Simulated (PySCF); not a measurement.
An unknown shows these calculated signals:

¹H NMR (600 MHz, computed): δ 8.01 (s, 1H), 6.74 (t, 1H), 4.55 (m, 2H), 0.53 (t, 3H).

¹³C{¹H} NMR (computed): δ 159.9 (CH), 138.4 (C), 135.5 (CH), 117.8 (C), -8.6 (CH3).

PySCF 2.14 calculation with GIAO PBE0/pcSseg-1 shieldings and coordinates at the GFN2-xTB level; no solvent model, equivalent nuclei averaged, relativity neglected, a single conformation.

Scale: ¹H (31.72 ppm), ¹³C (186.93 ppm) against TMS (reference shieldings calculated alike).

Which of these does the molecule contain: an amide, a C≡C triple bond, a nitrile, a heteroaromatic ring, a non-aromatic C=C double bond, an ester?

## Answers


- An amide: no.
- A C≡C triple bond: no.
- A nitrile: yes (δC 117.8).
- A heteroaromatic ring: no.
- A non-aromatic C=C double bond: yes.
- An ester: yes (δC 159.9; δH 8.01 (s)).

The data belong to `C[SiH2]/C=C(\C#N)OC=O`, C5H7NO2Si; they needn't prove each group on their own.

Carbon signals by region: 4 in the sp2 and nitrile region (100–160 ppm), 1 below 50 ppm.

Shifts are as computed. Against solution values, carbons near 30 ppm lie about +3 ppm off and those near 130 ppm about +5 ppm. Of 1309 compounds with measured shifts, 239 miss one by over three times the rms of a fit or turn the order of signals round; such compounds aren't used in these exercises. Multiplicities follow the n + 1 count of equivalent neighbours, as no J values were calculated; m marks all less simple cases, F and P coupling included.
